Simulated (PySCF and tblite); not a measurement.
Results of a calculation; reference values are marked as such.
C₆H₁₀OSe, numbered as in [CH3:1][CH2:2][Se:3][C:4]1([O:5][CH3:6])[CH:7]=[CH:8]1.

Conformers came from 150 starts (ETKDG and KDG, UFF, GFN2-xTB); geometries are GFN2-xTB. Weights use CAM-B3LYP-D3(BJ)/6-31G* energies plus GFN2-xTB zero-point and thermal terms (modes under about 100 cm⁻¹ blended into free rotors). Symmetry numbers and mirror images are counted. Conformers within 3 kcal/mol (GFN2-xTB free energy) were kept, 10 at most. Codes: tblite and PySCF.

Torsions listed: C1–C2–Se3–C4, C2–Se3–C4–O5, Se3–C4–O5–C6. Of a mirror pair one member is shown.

```tsv
conformer	shape	symmetry
1	-71°, -57°, 130°	C1 (pair)
2	66°, -85°, -79°	C1 (pair)
3	-67°, -54°, -82°	C1 (pair)
4	-179°, -125°, 74°	C1 (pair)
5	-75°, 132°, -76°	C1 (pair)
6	-84°, -168°, 80°	C1 (pair)
7	171°, -66°, -82°	C1 (pair)
```

Problem. Which of these conformers is the most populated at 298.15 K, and with what share?

Solution. Conformer 3, about 56 %.

Problem. Give the DFT energies and free energies relative to the lowest, and all weights.

Solution. 
| conformer | shape | E(DFT) kcal/mol | G(298.15 K) kcal/mol | weight % |
| --- | --- | --- | --- | --- |
| 1 | -71°, -57°, 130° | 2.67 | 2.57 | 0.7 |
| 2 | 66°, -85°, -79° | 0.76 | 0.90 | 12.2 |
| 3 | -67°, -54°, -82° | 0.00 | 0.00 | 56.1 |
| 4 | -179°, -125°, 74° | 1.91 | 1.75 | 2.9 |
| 5 | -75°, 132°, -76° | 0.64 | 1.01 | 10.2 |
| 6 | -84°, -168°, 80° | 1.40 | 1.54 | 4.2 |
| 7 | 171°, -66°, -82° | 1.00 | 0.84 | 13.7 |

Problem. How does its share change from 220 K to 380 K?

Solution. From 69 % to 47 %; the mixing entropy goes from 3.48 to 4.44 cal/(mol K).
